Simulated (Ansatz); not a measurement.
Mulliken charges of BFH4O2Si, SMILES `O[SiH2]OBF` from PBE/def2-TZVPP in Ansatz (PBE0-D4/def2-TZVP geometry).

```tsv
atom	x (Å)	y (Å)	z (Å)	charge (e)
O1	0.703	-0.071	1.686	-0.344
Si2	1.139	-0.060	0.111	0.491
O3	-0.148	-0.142	-0.913	-0.239
B4	-1.487	-0.135	-0.846	0.278
F5	-2.173	-0.271	-1.971	-0.194
H6	0.342	0.726	2.078	0.192
H7	1.861	1.185	-0.240	-0.080
H8	1.948	-1.275	-0.099	-0.060
H9	-2.095	-0.004	0.177	-0.044
```

By hand: the dipole of these point charges (1 e Å = 4.8032 D).

Σ q r = (0.253, 0.165, 0.256) e Å, of length 0.396 e Å = 1.90 D.

How does the dipole of the full density compare? (An estimate is asked.)

The calculation gave: (0.146, 0.273, 0.312) e Å, 2.11 D; the point charges give 0.90 times that, at 22° from its direction.

Point charges leave out the atoms' own dipoles, such as those of lone pairs, and Mulliken's split depends on the basis, so the two needn't agree.
